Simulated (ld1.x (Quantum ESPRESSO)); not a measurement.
# selenium, TM: configuration errors across variants

```json
{
 "Element": "selenium (Se)",
 "Generator": "ld1.x (Quantum ESPRESSO) 7.5",
 "Type": "norm-conserving Troullier–Martins (Kleinman–Bylander form)",
 "Functional": "Wu–Cohen",
 "Relativity": "scalar-relativistic",
 "Frozen core": "[Ar] 3d10",
 "Valence charge": "6",
 "Reference configuration": "4s2 4p4",
 "Partial waves": "4s (bound): rc 1.55 bohr; 4p (bound): rc 1.95 bohr; 4d channel at 0.3 Ry: rc 1.50 bohr",
 "Local potential": "all-electron potential smoothed inside 1.25 bohr (lloc = -2)",
 "Core correction": "a·sin(br)/r model core, default radius (core density twice the valence density)"
}
```

All-electron excitation energies from the reference (eV): (1) 4s2 4p3 10.858; (2) 4s2 4p2 31.254; (3) 4s2 4p1 62.210; (4) 4s2 4p4.3 -1.591; (5) 4s2 4p3.5 4.312; (6) 4s1 4p4 22.427; (7) 4s0 4p6 22.028.

The default core radius of the base comes out at 1.15 bohr.

Tests that are not counted but printed errors over 1 eV. “local potential all-electron potential smoothed inside 1.20 bohr (lloc = -1)”: 4s2 4p1 (solver errors, printed error -26.5 eV).

1 further variants failed, have other tests or too few solved ones, and are left out.

A true bound ghost makes a file unfit for plane-wave use even where its test errors are small: the radial tests pick states by their node count and pass the ghost by. Where a test does run into it, the solver fails or the error is huge.

Errors AE − PS in meV (a dash: test not solved or not reliable):

```tsv
change	(1)	(2)	(3)	(4)	(5)	(6)	(7)	bound ghosts
base	-0.3	-2.0	-22	+0.4	-0.3	-3.5	-15	d
wave 4d channel at 0.3 Ry: rc 1.50 bohr becomes 4d channel at 0.3 Ry: rc 1.48 bohr	-0.3	-2.0	-22	+0.4	-0.3	-3.5	-15	d
type PAW; waves now 4s (bound): rcut 1.35, rcutus 1.55 bohr; 4s channel at 1.3 Ry: rcut 1.35, rcutus 1.55 bohr; 4p (bound): rcut 1.70, rcutus 1.95 bohr; 4p channel at 0.25 Ry: rcut 1.70, rcutus 1.95 bohr; 4d channel at 0.3 Ry: rcut 1.30, rcutus 1.50 bohr; 4d channel at 2 Ry: rcut 1.30, rcutus 1.50 bohr; local potential all-electron potential smoothed inside 1.15 bohr (lloc = -2); augmentation PSQ, inside the norm-conserving radii	-4.6	-28	-102	+0.2	-1.2	-17	-19	d
wave 4d channel at 0.3 Ry: rc 1.50 bohr becomes 4d channel at -0.05 Ry: rc 1.50 bohr	-0.3	-2.0	-22	+0.4	-0.3	-3.5	-15	d
local potential all-electron potential smoothed inside 2.10 bohr (lloc = -2)	-22	-96	-203	-0.9	-5.1	-70	-61	p, d
wave 4s (bound): rc 1.55 bohr becomes 4s (bound): rc 1.02 bohr	+0.1	+1.8	-4.4	+0.4	-0.3	-8.8	-58	d
local potential all-electron potential smoothed inside 1.20 bohr (lloc = -1)	-2.6	-20	–	+0.3	-0.7	-6.7	-12	s
```

Question: Give the same row for: core correction a·sin(br)/r model core inside 1.00 bohr.

Answer: -0.3, -2.0, -22, +0.4, -0.3, -3.6, -16; bound ghosts: d.
